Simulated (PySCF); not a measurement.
# Ionising SnF

PBE; basis Sn def2-SVPD with ECP28, F def2-SVPD; scalar-relativistic core potentials; PySCF 2.14. Neutral (UKS): doublet (π ↑), Re = 2.013 Å, ωe = 534 cm⁻¹, De = 5.23 eV, HOMO -4.00 eV, LUMO -3.88 eV.

SnF⁻ (UKS): triplet (π ↑↑), Re = 2.124 Å, ωe = 408 cm⁻¹, De = 2.58 eV to Sn + F⁻. The energies at the minima are -313.99069 hartree for SnF and -314.03073 for SnF⁻.

Work out the adiabatic electron affinity, without and with harmonic zero-point energies (1 hartree = 27.2114 eV, 1 eV = 8065.5 cm⁻¹), and the change of the bond length.

At PBE: 0.04004 hartree = 1.090 eV between the minima; the zero-point term (534.0 − 408.0)/2 cm⁻¹ = +0.008 eV makes it 1.097 eV. Re changes by +11.1 pm against the neutral. The electron enters a π orbital, and the longer bond of the ion fits an antibonding orbital, or a change in how ionic the bond is.

Spin–orbit coupling is left out, which matters for elements this heavy, above all for dissociation energies. For an ion De counts to the pair picked by the measured ionisation energies or electron affinities, which need not be the lowest pair at this level. The highest Kohn–Sham level is positive in this anion. Much of that is self-interaction error, but it also means that the finite basis helps to hold the extra electron. States were picked by a PBE0 search and need not be the measured ground states.
